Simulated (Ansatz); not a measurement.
`F[Si](F)(F)[AlH2]` + HBr → `F[Si](F)(F)Br` + `[AlH3]`  (cleavage of the Si–Al bond)

Isolated molecules relaxed with PBE0-D4/def2-TZVP in Ansatz; ΔE leaves out vibrations. CCSD(T)/CBS adds triple-zeta CCSD(T) − MP2 to the extrapolated MP2 energy (def2 sets, frozen cores). This one scheme is used for every species. For Br outer-core shells are correlated without core-valence functions, which leaves a few kJ/mol of doubt a bond. Scalar relativity is left out up to krypton.

```json
{"species": "`F[Si](F)(F)[AlH2]`", "MP2/def2-TZVPP energy (Eh)": "-831.62135"}
{"species": "HBr", "MP2/def2-TZVPP energy (Eh)": "-2573.28961"}
{"species": "`F[Si](F)(F)Br`", "MP2/def2-TZVPP energy (Eh)": "-3161.21271"}
{"species": "`[AlH3]`", "MP2/def2-TZVPP energy (Eh)": "-243.73557"}
```

Problem. Work out ΔE.

Solution. ΔE = (-3161.21271) + (-243.73557) − (-831.62135) − (-2573.28961) = -0.03732 Eh = -23.4 kcal/mol. CCSD(T)/CBS gives -21.4 kcal/mol.

Largest T1 diagnostic among the species: 0.012.

Leaving LDA and LC-ωPBE aside and taking each functional with its dispersion term where it has one, the values, not all of them listed here, spread over 8.2 kcal/mol, from B97M-V to PBE-D4. LDA lies −0.9 kcal/mol from PBE without D4. From BLYP to BHLYP (50 % exact exchange), in def2-TZVPP and without D4, ΔE moves by −4.0 kcal/mol. At CCSD(T), def2-SVP lies +1.6 kcal/mol from the extrapolated value and def2-TZVPP +0.6 kcal/mol.
